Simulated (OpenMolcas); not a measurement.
## Levels of Sb I by method

```
Program             : OpenMolcas
Basis               : ANO-RCC-VQZP [8s7p5d3f2g]
Scalar Hamiltonian  : DKH2, point nucleus
Active space        : 3 electrons in 9 orbitals (RAS2 5p; RAS3 5d 6s, at most 1 electron)
State averaging     : 2S+1 = 4 odd, 1 root; 2S+1 = 2 odd, 8 roots; 2S+1 = 4 even, 3 roots; 2S+1 = 2 even, 8 roots
Spin-orbit coupling : RASSI with atomic mean-field integrals over the reference wave functions, term energies averaged over their components
```

Methods on the same reference wave functions:
A. RASSCF
B. SS-RASPT2, IPEA 0.25 Eh, imaginary shift 0.1 Eh (closed shells correlated: 4d 5s)

Energies in eV above 5s2 5p3 4S* 3/2, the measured ground level; measured values from NIST Handbook of Basic Atomic Spectroscopic Data.

```csv
Level,A,B,Measured
5s2 5p3 4S* 3/2,0.0000,0.0000,0.0000
5s2 5p3 2D* 3/2,1.5474,1.193,1.0554
5s2 5p3 2D* 5/2,1.6638,1.302,1.2217
5s2 5p3 2P* 1/2,2.7217,2.435,2.0328
5s2 5p3 2P* 3/2,2.8830,2.594,2.2893
5s2 5p2 6s 4P 1/2,6.2237,5.926,5.3622
5s2 5p2 6s 4P 3/2,6.4006,6.102,5.6965
5s2 5p2 6s 4P 5/2,6.6849,6.369,5.9925
5s2 5p2 6s 2P 1/2,6.8892,6.462,5.8261
```

Deviations, from unrounded energies. A percentage is the sum of absolute deviations over the sum of measured energies, with the sign that they share, or ± where signs differ.

```tsv
Against measurement	Levels	A	B
mean absolute deviation (cm-1)	8	5600	2900
other terms of the ground configuration (%)	4	+33.6	+14.0
other configurations (%)	4	+14.5	+8.7
```

B lies closest to measurement on these levels. The largest miss of B in the table is 5s2 5p2 6s 2P 1/2, by +5100 cm-1. The ranking rests on the paired levels alone, and a cruder setting can come out closer through cancelling errors.

From A to B the spin-free energies of the other terms of 5s2 5p3 shown, above 4S*, scale by factors of 0.77 to 0.89.

The lowest spin-free term lies below A's lowest term by 0.525 hartree in B.

CASPT2 does not keep the components of a term degenerate, so their means are used; among the terms shown or strongly mixed into the levels shown the widest spread is 87 cm-1 (5s2 5p3 2D*, B). ANO sets are built for valence states and can reach diffuse excited orbitals poorly, and with the s shell closed the s pⁿ⁺¹ terms that mix with these levels are absent. With the s shell closed, the reference lacks s² → p² mixing. No level of 5s2 5p2 5d was computed, though it lies in the active space. Some terms miss by over 15 % even with CASPT2, which points to a basis or an active space too small for the shells correlated (holds for B). Computed and measured levels are paired by configuration, term and J; levels that our copy of the source lacks, or whose pairing is in doubt (as where it misses far off the trend of its configuration), stay unpaired and out of the deviations. Levels of configurations outside the active space are missing. Levels that lie high or do not pair safely by name in every column are left out.

* marks odd parity.
